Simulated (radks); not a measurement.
Results of a calculation; reference values are marked as such.
All-electron atom: Ba3.2+ in [Kr] 4d10 5s1.8 5p5 (fractional occupations, a model configuration). Level of theory: scalar-relativistic Kohn-Sham, r2SCAN, spin-unpolarised, spherical densities, finite nucleus; meta-GGA in the generalised Kohn-Sham scheme; Fermi nuclear charge, rms radius 4.8378 fm (a radial shooting solver on a logarithmic mesh with Libxc functionals).

Unscreened Slater integrals over Kohn-Sham orbitals (eV).

| integral | value |
|---|---|
| F0(5p,5p) | 13.455 |
| F2(5p,5p) | 7.3369 |
| F0(5p,5s) | 14.234 |
| G1(5p,5s) | 9.6391 |
| F0(5p,4d) | 16.677 |
| F2(5p,4d) | 4.8891 |
| G1(5p,4d) | 1.4393 |
| G3(5p,4d) | 1.3890 |
| F0(5p,4p) | 16.900 |
| F2(5p,4p) | 4.4015 |
| G0(5p,4p) | 0.86661 |
| G2(5p,4p) | 1.1247 |
| F0(5s,5s) | 15.222 |
| F0(5s,4d) | 18.530 |
| G2(5s,4d) | 2.1308 |
| F0(5s,4p) | 18.823 |
| G1(5s,4p) | 1.4036 |
| F0(4d,4d) | 30.709 |
| F2(4d,4d) | 15.653 |
| F4(4d,4d) | 10.457 |
| F0(4d,4p) | 32.295 |
| F2(4d,4p) | 16.576 |
| G1(4d,4p) | 21.090 |
| G3(4d,4p) | 13.164 |
| F0(4p,4p) | 34.178 |
| F2(4p,4p) | 17.992 |

Derived for the open shells (J is the average intra-shell exchange parameter used in DFT+U). 5p: J = F2/5 = 1.467 eV.
